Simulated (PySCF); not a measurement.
## Electron correlation in Sn³⁹⁺ (tin, charge +39)

[Ne] 3s1, 2S determinant. Computed with PySCF 2.14 in an even-tempered Gaussian basis (16 s from 6.9 bohr⁻², ratio 2.5; 10 p from 9 bohr⁻², ratio 2.5; 4 d from 33 bohr⁻², ratio 2.7; 4 f from 50 bohr⁻², ratio 2.7), with the non-relativistic Hamiltonian (point nucleus). Frozen: 1s2; 9 electrons correlated; the 17 highest virtual orbitals of each spin left out.

```tsv
level	correlation energy (mhartree)
CCSD	-318.64
(T)	-0.11
CCSD(T)	-318.75
```

Diagnostics: T1 = 8.4e-05, D1 = 0.0003, largest double amplitude 0.003.

A non-relativistic calculation at this Z misses sizeable relativistic shifts.

Cost of the coupled-cluster step: of the order of 9 core-seconds, for 9 correlated electrons.

At this charge a non-relativistic calculation is a model, useful for the Z dependence of the correlation energy.
